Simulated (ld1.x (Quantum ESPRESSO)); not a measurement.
# How hard is this gallium (Ga) RRKJ potential?

ld1.x (Quantum ESPRESSO) 7.5 input, shortened:

```
&input
   title='Ga', zed=31., rel=0, dft='PBE', iswitch=3,
   config='[Ar] 3d10 4s1.5 4p1.5'
 /
 &inputp
   pseudotype=2, tm=.false., rho0=0.02, lloc=-2, rcloc=1.60,
   nlcc=.false.
 /
2
4S  1  0   1.50   0.00  1.70  1.70  0.0
4P  2  1   1.50   0.00  2.15  2.15  0.0
 &test
   configts(1)='4s1.5 4p1.5'
 /
```

The pseudo-atom Hamiltonian at the reference potential is diagonalised in spherical Bessel functions j_l(qr) that vanish at 20 bohr, with q² up to the cutoff. All-electron valence levels (Ry): 4s -0.6798, 4p -0.2206.

Question: How do the lowest levels (Ry) of each channel move with the cutoff, and are there ghosts?

Answer:

```
cutoff (Ry)     s #1     s #2     p #1    p #2    d #1    d #2    f #1    f #2  Σ f·Δε (mRy)
          8  -0.6357  -0.0283  -0.2112  0.0226  0.0445  0.1240  0.1021  0.2235          80.2
         10  -0.6465  -0.0292  -0.2129  0.0225  0.0444  0.1237  0.1021  0.2235          61.5
         15  -0.6515  -0.0295  -0.2178  0.0220  0.0443  0.1235  0.1021  0.2235          46.8
         18  -0.6521  -0.0296  -0.2191  0.0218  0.0443  0.1234  0.1021  0.2235          43.9
         21  -0.6544  -0.0298  -0.2199  0.0217  0.0443  0.1234  0.1021  0.2235          39.3
         30  -0.6655  -0.0308  -0.2205  0.0217  0.0443  0.1234  0.1021  0.2235          21.6
         35  -0.6720  -0.0314  -0.2206  0.0217  0.0443  0.1234  0.1021  0.2235          11.8
         40  -0.6764  -0.0318  -0.2206  0.0217  0.0443  0.1234  0.1021  0.2235           5.2
         45  -0.6781  -0.0319  -0.2206  0.0217  0.0443  0.1234  0.1021  0.2235           2.6
         55  -0.6797  -0.0321  -0.2206  0.0217  0.0443  0.1234  0.1021  0.2235           0.3
         60  -0.6798  -0.0321  -0.2206  0.0217  0.0443  0.1234  0.1021  0.2235           0.1
        400  -0.6799  -0.0321  -0.2206  0.0217  0.0443  0.1234  0.1021  0.2235           0.0
```

Result: no extra level below or beside the all-electron valence levels (s, p, d, f tested); 10 mRy is reached at 40 Ry and 1 mRy at 50 Ry.
